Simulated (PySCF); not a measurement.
Computed shifts of a molecule CH6GeOSi, PBE/pcSseg-1 run with PySCF, GIAO, gas phase, equivalent atoms averaged, in ppm (number of nuclei): ¹³C: 80.6 (1). ²⁹Si: 27.5 (1). ¹H: 6.57 (2), 5.54 (2), 5.47 (2). References: ¹³C against TMS (σ = 182.0 ppm); ¹⁷O against H2O (σ = 334.3 ppm); ²⁹Si against TMS (σ = 335.4 ppm); ⁷³Ge against GeH4 (σ = 1614.4 ppm); ¹H against TMS (σ = 31.49 ppm), references at their B3LYP-D3(BJ)/def2-TZVP geometries, non-relativistic. Coordinates come from a TPSSh-D3(BJ)/def2-SVP optimisation. Other conformers were not sampled.

Problem. Identify the compound among the candidates.
A) C[O][Ge][SiH3]
B) [CH2]1O[SiH2][GeH2]1
C) O=[C]([SiH3])[GeH3]
D) C1[O][GeH2][SiH2]1

Solution. B, [CH2]1O[SiH2][GeH2]1
